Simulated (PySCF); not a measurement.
CH₃AlCl₂.

```xyz
7

Al     0.2700    -0.1007     0.1815
Cl    -1.4530    -1.2991     0.0201
Cl     0.2179     1.7568    -0.8079
C      1.8338    -0.6796     1.1643
H      2.3082     0.1619     1.6941
H      2.5824    -1.0867     0.4624
H      1.5920    -1.4703     1.8914
```
Charge 0, spin multiplicity 1.

Coordinates come from a B3LYP-D3(BJ)/def2-SVP optimisation.

The numbers are results of PBE0/pcSseg-1 run with PySCF, not measurements. Non-relativistic, no solvent.

Computed absolute GIAO shielding of each atom: isotropic value and principal components (ppm):
```tsv
atom	σ(iso)	σ11	σ22	σ33	span
Al1	364.5	316.7	333.0	443.8	127.1
Cl2	882.2	737.1	880.7	1028.8	291.6
Cl3	884.3	740.7	882.4	1029.8	289.1
C4	192.5	185.1	192.4	200.1	14.9
H5	31.3	26.4	28.7	38.7	12.2
H6	31.2	27.0	28.2	38.4	11.4
H7	31.3	26.3	28.8	38.8	12.6
```
